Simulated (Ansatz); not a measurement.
Stepwise reaction of `[SH][Zn][SH]` with hydrogen chloride, as a gas-phase model of exchange steps in deposition or etching. ΔE in kJ/mol; ΔG adds harmonic PBE0-D4 terms to CCSD(T)/CBS, at 1 bar.

Gas-phase electronic energies from Ansatz, PBE0-D4/def2-TZVP geometries. CBS: MP2 limit from def2 TZ/QZ plus the TZ coupled-cluster correction, frozen cores. This one scheme is used for every species. Functionals use def2-TZVPP. B3LYP here is the variant with VWN-RPA as its local correlation; programs differ in this. For Zn outer-core shells are correlated without core-valence functions, which leaves a few kJ/mol of doubt a bond. Scalar relativity is left out up to krypton. One conformer a species, not always the lowest.

```
step                                     reaction  PBE-D4  B3LYP-D4  ωB97M-V  CCSD(T)/CBS  ΔG(500 K)
   1  `[SH][Zn][SH]` + HCl → `[SH][Zn][Cl]` + H₂S   -29.3     -36.3    -37.0        -37.3      -40.5
```

Give the row of step 2, `[SH][Zn][Cl]` + HCl → `[Cl][Zn][Cl]` + H₂S. (Estimate.)

Computed: 
```tsv
step	reaction	PBE-D4	B3LYP-D4	ωB97M-V	CCSD(T)/CBS	ΔG(500 K)
2	`[SH][Zn][Cl]` + HCl → `[Cl][Zn][Cl]` + H₂S	-25.8	-32.5	-33.4	-34.4	-27.0
```

By hand: ΔE of the 2 steps together at CCSD(T)/CBS.

(-37.3) + (-34.4) = -71.7 kJ/mol, or -35.8 kJ/mol a step.

In ΔE the steps differ by no more than 2.9 kJ/mol. All are downhill at CCSD(T)/CBS. ΔG lies between -40.5 and -27.0 kJ/mol a step. PBE-D4 differs from CCSD(T)/CBS by 8.0 to 8.6 kJ/mol a step. Isolated molecules leave out the surface, adducts and barriers. Largest T1 diagnostic: 0.014.
